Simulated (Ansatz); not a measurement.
`F[Si]1([GeH3])CO1` → `O=[C]([SiH3])[GeH2][F]`  (isomerisation)

Gas-phase electronic energies from Ansatz, PBE0-D4/def2-TZVP geometries. CCSD(T)/CBS is the MP2 limit (def2-TZVPP, def2-QZVPP) plus CCSD(T) − MP2 in def2-TZVPP, frozen cores. Functionals use def2-TZVPP. B3LYP here is the variant with VWN-RPA as its local correlation; programs differ in this. For Ge outer-core shells are correlated without core-valence functions, which leaves a few kJ/mol of doubt a bond. Scalar relativity is left out up to krypton. One conformer a species, not always the lowest.

CCSD(T)/CBS gives +1.62 eV.

Another level gave +1.58 eV. Which?
A. r2SCAN/def2-TZVPP
B. B3LYP/def2-TZVPP
C. B2PLYP/def2-TZVPP
D. ωB97M-V/def2-TZVPP

D. ωB97M-V 1.58, r2SCAN 1.64, B3LYP 1.42, B2PLYP 1.49 eV.

Largest T1 diagnostic among the species: 0.014.

In def2-TZVPP, CCSD(T) changes the Hartree–Fock value by +0.27 eV (the triples alone add −0.01 eV) and MP2 by +0.39 eV. From PBE to PBE0 (25 % exact exchange), in def2-TZVPP and without D4, ΔE moves by +0.12 eV.
